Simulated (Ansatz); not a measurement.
CH4AlBS (`[CH3][Al]1[BH][S]1`), relaxed with RKS PBE-D4/def2-SVP in Ansatz 0.2.0 from a rough embedded geometry. The force threshold is 0.03 eV/Å; the program also tests the step.

Total charge 0; spin multiplicity 1.

Start:

```xyz
8

C     0.605    0.917   -1.070
Al   -0.333   -0.569   -0.231
B    -1.147   -1.084    1.690
S    -0.320   -2.450    0.721
H     0.986    0.591   -2.127
H    -0.092    1.800   -1.272
H     1.476    1.275   -0.489
H    -1.175   -0.480    2.779
```

```tsv
step	energy (eV)	largest force (eV/Å)	largest move (Å)
1	-19192.1754	2.549	0.000
2	-19193.0401	1.052	0.195
3	-19193.2897	0.672	0.195
4	-19193.4323	0.400	0.200
5	-19193.5158	0.475	0.200
6	-19193.5380	0.361	0.152
7	-19193.5470	0.047	0.050
8	-19193.5487	0.029	0.059
9 (rejected)	-19193.5477	0.230	0.137
10	-19193.5493	0.102	0.067
11	-19193.5493	0.141	0.098
12	-19193.5499	0.106	0.026
13	-19193.5508	0.065	0.013
14	-19193.5513	0.008	0.033
15	-19193.5516	0.034	0.073
16	-19193.5517	0.022	0.008
```

End:

```xyz
8

C     0.619    0.966   -1.209
Al   -0.256    0.017    0.263
B    -1.097   -1.026    1.771
S     0.118   -2.107    0.982
H     0.515    0.388   -2.152
H     0.206    1.981   -1.370
H     1.706    1.060   -0.998
H    -1.812   -1.279    2.714
```

Hardware: 2 threads of an Arm Neoverse V1 on a shared host. Wall time 29 s, peak host memory 0.14 GiB.
